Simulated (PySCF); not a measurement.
`C[N+](C)(C)[GaH3-]`. Level of theory: PySCF 2.14.0, PBE0-D3(BJ)/def2-SVP geometry optimisation, gas phase.

```
atom  x, y, z in Å
C1    -0.3992   -0.8779    1.1784
N2    -0.1591   -0.0531   -0.0060
C3    -0.3423   -0.8370   -1.2277
C4    -1.0360    1.1185   -0.0061
Ga5    1.8796    0.6370    0.0538
H6    -1.4366   -1.2595    1.1921
H7    -0.2222   -0.2806    2.0829
H8     0.2979   -1.7267    1.1811
H9    -0.1148   -0.2119   -2.1016
H10   -1.3799   -1.2097   -1.3080
H11    0.3489   -1.6904   -1.2220
H12   -2.0997    0.8181   -0.0227
H13   -0.8444    1.7192    0.8933
H14   -0.8212    1.7365   -0.8882
H15    1.8297    1.4058    1.4398
H16    2.6117   -0.7689    0.0144
H17    1.8736    1.5046   -1.2735
```

Problem. Which two atoms are farthest apart?

Solution. H12···H16, H10···H15 and H6···H17, 4.972 Å down to 4.968 Å.

Problem. Work out the bond lengths C1–H7, C1–H8, N2–Ga5, C3–H10, C3–H11, C4–H13, C4–H14 in pm.

Solution. For C1–H7 the difference vector is (0.1770, 0.5973, 0.9046) Å, of length 1.0984 Å. C1–H7 109.8; C1–H8 109.8; N2–Ga5 215.3; C3–H10 110.5; C3–H11 109.8; C4–H13 109.8; C4–H14 109.8 pm.

Problem. Where is the centre of mass (commonest isotopes), and what is the radius of gyration?

Solution. Mass 131.023 u; centre at (0.809, 0.275, 0.022) Å; Rg = √(Σ m r²/M) = 1.574 Å. As Ia + Ib + Ic = 2 Σ m r², the three principal moments sum to 649.3 u·Å².

Problem. How far apart are these pairs, which share no bond: H6···H12, H6···H13, H7···H9, H9···H14, H13···H17?

Solution. H6···H12 2.496 Å (4 bonds apart); H6···H13 3.052 Å (4 bonds apart); H7···H9 4.187 Å (4 bonds apart); H9···H14 2.402 Å (4 bonds apart); H13···H17 3.483 Å (4 bonds apart).

Problem. Give the dihedral angles C3–N2–Ga5–H15, H6–C1–N2–C4, C1–N2–Ga5–H16, C1–N2–C4–H13.

Solution. C3–N2–Ga5–H15 -179° (antiperiplanar); H6–C1–N2–C4 62° (synclinal); C1–N2–Ga5–H16 61° (synclinal); C1–N2–C4–H13 60° (synclinal). Dihedral signs follow IUPAC: positive where, seen along the central bond, the front bond turns clockwise onto the rear one.

Problem. What is the repulsion energy of the bare nuclei, Σ ZA·ZB/RAB?

Solution. 383.44 Eh over 136 pairs, with full nuclear charges and distances in bohr; the largest single term is 53.33 Eh (N2 with Ga5).

Problem. What are the angles N2–C1–H7, C1–N2–Ga5, C1–N2–C4, N2–C4–H12, H15–Ga5–H17, H16–Ga5–H17?

Solution. From the scalar product of the two bond vectors; for N2–C1–H7 it is -0.5363 Å² over 1.4631 × 1.0984 Å², cos θ = -0.3337. N2–C1–H7 109.5°; C1–N2–Ga5 108.3°; C1–N2–C4 110.7°; N2–C4–H12 111.0°; H15–Ga5–H17 117.8°; H16–Ga5–H17 117.8°.

Problem. Write the matrix of distances between heavy atoms (Å, lower triangle).

Solution. 
```
C1    0.000
N2    1.463  0.000
C3    2.407  1.463  0.000
C4    2.407  1.463  2.408  0.000
Ga5   2.958  2.153  2.958  2.956  0.000
```

PBE0-D3(BJ)/def2-SVP frequencies: not computed here.
